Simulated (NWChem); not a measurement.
C2H6OSi; SMILES C1C[SiH2]O1

```xyz
10

C      0.2114    -1.2872     0.0000
C     -1.1553    -0.5425     0.0000
Si    -0.0545     1.0018     0.0000
O      1.1711    -0.1919     0.0000
H      0.3623    -1.9248     0.8996
H      0.3623    -1.9248    -0.8996
H     -1.7740    -0.7156     0.9013
H     -1.7740    -0.7156    -0.9013
H     -0.0598     1.8844    -1.2205
H     -0.0598     1.8844     1.2205
```
Atoms are numbered in this order, from 1.

Program: NWChem. Medium grid unless said otherwise, to which SCAN and Minnesota functionals are sensitive. The geometry was optimised at PBE-D3(BJ)/def2-SVP. B3LYP is NWChem's, with the RPA form of VWN correlation. Total energies of different functionals are on different scales.

```tsv
level	energy (Ha)	highest occupied level (eV)	orbital gap (eV)	dipole (D)
B3LYP/def2-SVP	-444.3508	-7.40	7.41	1.87
PBE/def2-SVP	-443.9867	-6.11	5.38	1.77
B97-2/def2-SVP	-444.2904	-7.43	7.62	1.91
LRC-wPBEh/def2-SVP	-444.0635	-9.54	11.44	1.91
LDA (Slater exchange, VWN5)/def2-SVP	-441.8838	-6.17	5.21	1.84
RPBE/def2-SVP	-444.3019	-6.09	5.46	1.74
r2SCAN/def2-SVP	-444.2132	-6.48	6.07	1.87
BLYP/def2-SVP	-444.2583	-5.97	5.43	1.75
```
